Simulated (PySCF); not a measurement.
Compound: CH8OSeSi2.
Bonds: C1–O2, O2–Si3, Si3–Se4, Se4–Si5. Hydrogens: H6, H7, H8 on C1; H9, H10 on Si3; H11, H12, H13 on Si5.

Method: PySCF 2.14.0, PBE0-D3(BJ)/def2-SVP geometry optimisation, gas phase.

Task: What internal coordinates does the optimisation give?

Result: 
| bond | length (bohr) |
| --- | --- |
| C1–O2 | 2.650 |
| O2–Si3 | 3.146 |
| Si3–Se4 | 4.295 |
| Se4–Si5 | 4.337 |
| C1–H6, C1–H7, C1–H8 | 2.085 |
| Si3–H9, Si3–H10 | 2.824 |
| Si5–H11, Si5–H12, Si5–H13 | 2.817 |

Bonds in one row agree within 0.02 bohr and their mean is given. A selection of angles:
| angle | degrees |
| --- | --- |
| O2–C1–H6 | 111.8 |
| O2–C1–H7 | 108.4 |
| H6–C1–H7 | 108.1 |
| C1–O2–Si3 | 126.5 |
| O2–Si3–Se4 | 104.0 |
| O2–Si3–H9 | 111.0 |
| Se4–Si3–H9 | 111.4 |
| H9–Si3–H10 | 108.5 |
| Si3–Se4–Si5 | 94.6 |
| Se4–Si5–H11 | 112.5 |
| Se4–Si5–H13 | 102.3 |
| H11–Si5–H12 | 111.1 |
| H11–Si5–H13 | 109.0 |

Torsions: C1–O2–Si3–Se4 -178° (antiperiplanar); O2–Si3–Se4–Si5 -2° (synperiplanar). The mirror-image conformer, all signs reversed, is as good.

Se4 (selenium bonded to 2 Si) is bent (angle 94.6°). Si3 (oxygen-bound silicon) is distorted tetrahedral (angles from 104.0° to 111.4°). Si5 (SiH3 silicon) is distorted tetrahedral (angles from 102.3° to 112.5°). The 5 heavy atoms lie in one plane (0.017 Å rms). The Se–Si distances run from 2.273 Å (Si3–Se4, drawn single) to 2.295 Å (Se4–Si5, drawn single), a spread of 0.022 Å.

Point group: near Cs, missed by 0.17 Å at most; the miss may be what the optimiser left on a soft mode. Whether it is a minimum is left open (no frequencies). The numbers are those of one conformer.
